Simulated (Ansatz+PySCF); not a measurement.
doublet BeH: levels of theory in one basis

```
atom   x (Å)   y (Å)    z (Å)
  Be  0.0000  0.0000  -0.2445
   H  0.0000  0.0000   0.9781
```

Basis set: 6-31G (spherical functions). All electrons are correlated. Correlation on ROHF uses semicanonical orbitals with singles. Charge 0, multiplicity 2.

Computed with Ansatz (development build ahead of 0.2.0); each method stands on the lowest determinant of its kind that the runs found.

```tsv
method	E − E(ROHF) (eV)	<S²> of the determinant
ROHF	0.00	0.75
UHF	-0.01	0.75
ROHF-MP2	-0.44	–
UHF-MP2	-0.44	0.75
ROHF-CCSD	-0.65	–
UHF-CCSD	-0.65	0.75
ROHF-CCSD(T)	-0.66	–
full CI (lowest root of this spin)	-0.66	–
```

Q: Is a single determinant a sound starting point here?

A: By this sign, yes. Unrestricted orbitals gain 0.01 eV and <S²> is 0.75 against 0.75 for a pure state.
